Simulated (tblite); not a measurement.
Compound: C3H9F3SSi2.
Structure used (GFN2-xTB), in Å, numbered top down from 1:
```
atom  x, y, z in Å
F1     3.626   -1.771   -0.216
C2     2.587   -0.956   -0.064
F3     2.226   -1.020    1.225
F4     3.019    0.292   -0.271
S5     1.250   -1.421   -1.204
C6     0.239    0.113   -1.118
C7    -0.443    0.350    0.208
Si8   -1.525    1.921    0.069
Si9   -1.407   -1.194    0.802
H10    0.901    0.930   -1.409
H11   -0.486   -0.048   -1.916
H12    0.320    0.565    0.961
H13   -2.551    1.697   -0.951
H14   -0.677    3.044   -0.340
H15   -2.124    2.199    1.371
H16   -2.241   -0.785    1.930
H17   -2.230   -1.661   -0.316
H18   -0.494   -2.252    1.228
```

Computed with GFN2-xTB (tblite): harmonic, unscaled wavenumbers at the GFN2-xTB geometry, gas phase. Against measured fundamentals such values can be off by several per cent, at times by over 20. Modes of hydrogen on silicon can be 10 to 20 % off. One conformer, not necessarily the lowest.

Harmonic wavenumbers (cm⁻¹): 27.7, 42.2, 73.2, 91.3, 121.0, 151.8, 175.6, 192.4, 243.3, 291.0, 309.2, 348.1, 427.9, 477.6, 489.9, 509.1, 519.0, 523.7, 566.7, 660.0, 679.7, 687.5, 755.9, 770.6, 778.5, 783.8, 796.3, 810.6, 830.6, 896.9, 1004.6, 1038.8, 1070.0, 1087.7, 1107.8, 1147.9, 1242.3, 1287.9, 1448.9, 2250.6, 2258.7, 2268.0, 2277.0, 2293.2, 2298.8, 2938.8, 2967.0, 2993.6.

A = 1579, B = 561.1, C = 509.5 MHz; mass 189.992 u (most abundant isotopes); point group C1, symmetry number 1.

What is the zero-point energy?

½Σν̃ = 23506 cm⁻¹ = 281.19 kJ/mol.

What is S at 400 K and 1 bar for an ideal gas of classical rigid rotors and harmonic oscillators?

Translation 180.40, rotation 133.13, vibration 235.24: S = 548.8 J/(mol K).

And Cp and H(400 K) − H(0)?

Cp = 246.07 J/(mol K), of which vibrations give 212.81 (their classical limit is 48 R = 399.1); H(400 K) − H(0) = 59.87 kJ/mol without the zero-point energy, 46.56 from vibrations.

How do the functions run with temperature in this model?

```
 T (K)  S (J/(mol K))  Cp (J/(mol K))  H − H(0) (kJ/mol)  G − H(0) (kJ/mol)  ln q(vib)
    50          270.2            67.5               2.45             -11.06       1.21
   100          326.6            97.6               6.61             -26.06       3.17
298.15          482.6           204.6              36.82            -107.06      10.65
373.15          532.0           236.3              53.39            -145.13      13.35
   500          607.1           276.8              86.08            -217.49      17.71
   750          729.9           327.7             162.21            -385.22      25.55
  1000          828.8           358.7             248.30            -580.46      32.44
```

q(vib) and H(0) count from the zero-point level.

Blend soft modes into free rotors: weight 1/[1 + (100 cm⁻¹/ν̃)⁴] for the oscillator and the rest for a rotor with moment μB/(μ + B), μ = h/(8π²ν), B = 10⁻⁴⁴ kg m². What vibrational entropy results?

211.60 J/(mol K) in place of 235.24, which changes −T·S at 400 K by +9.46 kJ/mol.

Hindered rotation and anharmonicity are outside this model. Other conformers, if any are populated, would add a mixing term that is left out. The structure is chiral; the term R ln 2 for an equal mix with its mirror image is left out.
